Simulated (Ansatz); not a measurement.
# Predicting a hybrid from its neighbours: SiHF3

SiHF3 has 5 atoms, charge 0, and is taken as a singlet. As SMILES, `F[SiH](F)F`. The shape is that of a PBE0-D4/def2-TZVP optimisation.

The HOMO–LUMO gap y, in eV, basis def2-SVPD; a is the functional's share of exact exchange. Programs: Ansatz 0.2.0.

```
functional  program     a  y (eV)
      BLYP   Ansatz     0    9.38
       PBE   Ansatz     0    9.47
     B3LYP   Ansatz   0.2   11.35
      PBE0   Ansatz  0.25   11.91
   r2SCAN0   Ansatz  0.25       ?
     BHLYP   Ansatz   0.5   13.96
```

Task: Fit y = c + s·a to the known rows and predict r2SCAN0.

Result: 
1. Means of the 5 rows: a = 0.1900, y = 11.214.
2. Σ(Δa)² = 0.172, Σ(Δa·Δy) = 1.5742, so the slope is 1.5742/0.172 = 9.1523.
3. Intercept: 11.214 − (9.1523) × 0.1900 = 9.475. The largest residual of the fit is 0.15.
4. r2SCAN0: 9.475 + (9.1523) × 0.25 = 11.76 eV.

The run gave 12.71 eV, so the prediction is off by -0.95 eV, more than the scatter of the fit. Exact exchange lowers occupied levels and raises empty ones. The rows mix families of semi-local functionals, which the line can't see.
